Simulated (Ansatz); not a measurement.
The same hydrogen abstraction along the group B, Al, Ga, In.

Isolated molecules relaxed with PBE0-D4/def2-TZVP in Ansatz; ΔE leaves out vibrations. CCSD(T)/CBS is the MP2 limit (def2-TZVPP, def2-QZVPP) plus CCSD(T) − MP2 in def2-TZVPP, frozen cores. This one scheme is used for every species. Functionals use def2-TZVPP. Open shells (•) are unrestricted, without spin–orbit coupling. def2 core potentials past Kr. For Ga, In outer-core shells are correlated without core-valence functions, which leaves a few kJ/mol of doubt a bond. Scalar relativity is left out up to krypton. One conformer a species, not always the lowest.

| reaction | PBE-D4 (kJ/mol) | HF/CBS(def2) (kJ/mol) | CCSD/CBS(def2) (kJ/mol) | CCSD(T)/CBS(def2) (kJ/mol) |
| --- | --- | --- | --- | --- |
| `CBS` + `[SiH3]`• → `C[B]S`• + SiH₄ | 51 | 44 | 50 | 51 |
| `[CH3][AlH][SH]` + `[SiH3]`• → `[CH3][Al][SH]`• + SiH₄ | -42 | -33 | -35 | -36 |
| `[CH3][GaH][SH]` + `[SiH3]`• → `[CH3][Ga][SH]`• + SiH₄ | -48 | -48 | -42 | -43 |
| `[CH3][InH][SH]` + `[SiH3]`• → `[CH3][In][SH]`• + SiH₄ | -95 | -91 | -92 | -93 |

Largest T1 diagnostic: 0.016, for `[CH3][In][SH]`•.
